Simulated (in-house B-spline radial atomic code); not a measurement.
I is squeezed into an impenetrable sphere of radius R (the orbitals vanish at R). All numbers are computed (scalar-relativistic (X2C) Hartree-Fock, spin-polarised, averaged over the determinants with the given up and down occupations; Fermi nucleus of rms radius 4.75 fm) with an all-electron radial atomic-structure program (B-spline basis), not measured.

Energies in eV above the free atom in [Kr] 4d10 5s2 5p5:

```
R (bohr)  highest level (eV)  [Kr] 4d10 5s2 5p5  [Kr] 4d10 5s1 5p6  [Kr] 4d9 5s2 5p5 5f1
    9.95               -10.2           0.001638              12.56                 65.95
    5.67               -9.43              1.088              13.86                 78.44
    5.44               -9.17              1.537              14.37                 80.14
    4.36               -6.45              7.951              21.55                 95.29
    3.34                2.85              40.46              56.59                 145.7
    3.04                9.11               67.2               84.9                 181.9
    2.57                27.4              156.7              178.5                 294.9
    2.14                65.6              372.7              401.4                 549.5
    1.61                 206               1325               1370                  1605
     1.4                 341               2387               2441                  2745
```

Question: Does [Kr] 4d10 5s1 5p6 fall below [Kr] 4d10 5s2 5p5 under compression?

Answer: No, it stays above over the whole range.

Question: Does [Kr] 4d9 5s2 5p5 5f1 fall below [Kr] 4d10 5s2 5p5 under compression?

Answer: No, it stays above over the whole range.

The highest level is first positive in the row R = 3.34 bohr, pushed up by confinement above the zero of the free ion's potential. Each configuration is held fixed and needn't be the lowest in the sphere.
